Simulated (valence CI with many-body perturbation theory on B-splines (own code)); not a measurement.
# Ladder of approximations for Hg³⁹⁺

Computed by relativistic CI+MBPT: five valence electrons over a frozen Dirac-Fock core [Kr], radial functions for each j: 7 s, 7 p, 8 d, 6 f, 4 g, 1 h, with the one-electron correlation potential Σ1 (screened to all orders), the two-electron term Σ2, the three-electron term Σ3, Breit, model QED; selected single and double excitations, second order for the rest (own B-spline code, finite nucleus).

No measured spectrum was set against this ion. As an estimate, large intervals hold to a few tenths of a per cent, small ones and those within an open d or f shell to about a per cent. Only levels of the ground parity were solved; by the run's estimate the other parity begins above the list, which can be wrong where configurations are misplaced.

Each rung adds one term. CI alone is the Dirac-Coulomb CI over the frozen core; QED comes last and gives the full result, which names the levels. Energies are above (4d3/2^4 4d5/2) J=5/2 on the same rung, in eV.

Levels are named by their leading jj configuration (3d3/2^4 stands for four electrons in 3d with j = 3/2), which in mixed levels can hold well under half, so a name can repeat and another be missing. Letters in brackets count levels of one name in rising energy.

| Level | CI alone |
| --- | --- |
| (4d3/2^3 4d5/2^2) J=5/2 [a] | 21.377 |
| (4d3/2^3 4d5/2^2) J=7/2 [a] | 27.027 |
| (4d3/2^3 4d5/2^2) J=3/2 [a] | 27.402 |
| (4d3/2^3 4d5/2^2) J=11/2 | 28.488 |
| (4d3/2^3 4d5/2^2) J=9/2 | 30.282 |
| (4d3/2^3 4d5/2^2) J=5/2 [b] | 31.478 |
| (4d3/2^3 4d5/2^2) J=1/2 | 32.560 |
| (4d3/2^3 4d5/2^2) J=7/2 [b] | 33.701 |
| (4d3/2^3 4d5/2^2) J=3/2 [b] | 40.113 |
| (4d3/2^2 4d5/2^3) J=5/2 [a] | 47.828 |
| (4d3/2^2 4d5/2^3) J=7/2 [a] | 51.920 |
| (4d3/2^2 4d5/2^3) J=11/2 | 52.978 |
| (4d3/2^2 4d5/2^3) J=9/2 [a] | 53.508 |
| (4d3/2^2 4d5/2^3) J=1/2 [a] | 54.551 |
| (4d3/2^2 4d5/2^3) J=13/2 | 55.954 |
| (4d3/2^2 4d5/2^3) J=3/2 [a] | 55.207 |

(1) What do these energies become with core correlation, Breit and QED?

(2) How does the ionisation energy move along the ladder, and which term matters most?

Answers

(1) (4d3/2^3 4d5/2^2) J=5/2 [a] 21.371 (-0.0061); (4d3/2^3 4d5/2^2) J=7/2 [a] 26.502 (-0.5247); (4d3/2^3 4d5/2^2) J=3/2 [a] 27.122 (-0.2809); (4d3/2^3 4d5/2^2) J=11/2 27.589 (-0.8993); (4d3/2^3 4d5/2^2) J=9/2 29.456 (-0.8268); (4d3/2^3 4d5/2^2) J=5/2 [b] 30.804 (-0.6738); (4d3/2^3 4d5/2^2) J=1/2 32.060 (-0.4997); (4d3/2^3 4d5/2^2) J=7/2 [b] 32.732 (-0.9696); (4d3/2^3 4d5/2^2) J=3/2 [b] 39.610 (-0.5027); (4d3/2^2 4d5/2^3) J=5/2 [a] 47.557 (-0.2714); (4d3/2^2 4d5/2^3) J=7/2 [a] 51.177 (-0.7431); (4d3/2^2 4d5/2^3) J=11/2 51.876 (-1.1017); (4d3/2^2 4d5/2^3) J=9/2 [a] 52.518 (-0.9900); (4d3/2^2 4d5/2^3) J=1/2 [a] 53.907 (-0.6439); (4d3/2^2 4d5/2^3) J=13/2 54.447 (-1.5071); (4d3/2^2 4d5/2^3) J=3/2 [a] 54.869 (-0.3376).

(2) CI alone 1834.6, + Σ1 1837.3, + Σ2 1840.8, + Σ3 1840.9, + Breit 1840.2, + QED 1840.2 eV. The largest step is Σ2, 3.5 eV. NIST lists 1839 ± 4 eV (theoretical).
